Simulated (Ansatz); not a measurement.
Consider the redistribution: `N[SiH2][Se][SiH3]` + `[CH3][AlH][OH]` → `N[SiH2][SeH]` + `[CH3][Al]([OH])[SiH3]`.

Computed with Ansatz on PBE0-D4/def2-TZVP structures; ΔE is electronic, products minus reactants. CCSD(T)/CBS adds triple-zeta CCSD(T) − MP2 to the extrapolated MP2 energy (def2 sets, frozen cores). DFT in def2-TZVPP. B3LYP here is the variant with VWN-RPA as its local correlation; programs differ in this. For Se outer-core shells are correlated without core-valence functions, which leaves a few kJ/mol of doubt a bond. Scalar relativity is left out up to krypton. One conformer a species, not always the lowest.

| level | ΔE (kJ/mol) | difference from CCSD(T)/CBS |
| --- | --- | --- |
| PBE-D4 | 47.4 | -13.5 |
| r2SCAN-D4 | 56.0 | -4.9 |
| PBE0-D4 | 52.6 | -8.3 |
| B3LYP-D4 | 57.4 | -3.5 |
| ωB97X-V | 57.2 | -3.7 |
| ωB97M-V | 63.6 | 2.7 |
| B2PLYP | 57.4 | -3.5 |
| PBE | 43.1 | -17.8 |
| r2SCAN | 55.1 | -5.8 |
| PBE0 | 48.9 | -12.0 |
| B3LYP | 50.3 | -10.6 |
| HF/def2-TZVPP | 62.9 | 2.0 |
| MP2/def2-TZVPP | 69.3 | 8.4 |
| SCS-MP2/def2-TZVPP | 66.1 | 5.2 |
| CCSD/def2-TZVPP | 55.7 | -5.2 |
| CCSD(T)/def2-TZVPP | 55.9 | -5.0 |
| HF/def2-QZVPP | 63.2 | 2.3 |
| MP2/def2-QZVPP | 72.3 | 11.4 |
| SCS-MP2/def2-QZVPP | 68.7 | 7.8 |
| HF/CBS(def2) | 63.3 | 2.4 |
| MP2/CBS(def2) | 74.3 | 13.4 |
| CCSD/CBS(def2) | 60.7 | -0.2 |
| CCSD(T)/CBS | 60.9 | 0 |

Largest T1 diagnostic among the species: 0.013.

From PBE to PBE0 (25 % exact exchange), in def2-TZVPP and without D4, ΔE moves by +5.8 kJ/mol. The D4 term adds +7.1 kJ/mol with B3LYP and +3.6 kJ/mol with PBE0; it sums over pairs of atoms, weighted by their polarisabilities, and B3LYP, whose exchange is more repulsive, gets the larger term.
